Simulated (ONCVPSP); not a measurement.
Sr: excitation energies, all-electron against ONCV

* Element: Sr (Z = 38)
* Generator: ONCVPSP 4.0.1
* Type: optimised norm-conserving Vanderbilt (ONCV)
* Functional: PBE
* Relativity: scalar-relativistic
* Frozen core: [Ar] 3d10 4s2
* Valence charge: 8
* Reference configuration: 4p6 5s1.75 5p0.25
* Partial waves: 5s: rc 3.10 bohr, ncon 5, nbas 8, qcut 2.2 1/bohr, 2 projectors, debl 3.4 Ha; 4p+5p: rc 2.65 bohr, ncon 5, nbas 9, qcut 5.7 1/bohr, 2 projectors; d scattering state at 0.02 Ha: rc 2.50 bohr, ncon 4, nbas 7, qcut 4.5 1/bohr, 1 projector
* Local potential: polynomial inside 1.85 bohr (lpopt 5, dvloc0 0 Ha)
* Core correction: Teter function, fcfact 3.25, rcfact 1.6

In the d channel the program set the typed energies aside and used 0.050 Ha.

Energies are relative to the spin-unpolarised reference configuration 4p6 5s1.75 5p0.25; without spin polarisation the order of configurations can differ from experiment.

```
valence configuration  charge  ΔE all-electron (eV)  error AE − PS (meV)
          4p6 5s2 5p0       0                -0.564                 +0.1
          4p6 5s1 5p0      +1                 5.321                 +4.4
          4p6 5s0 5p0      +2                16.327                  +31
          4p5 5s2 5p0      +1                27.745                 -158
```

Note: no bound ghost flagged; GHOST(+) flagged for s at 20.5 eV, d at 397.8 eV.
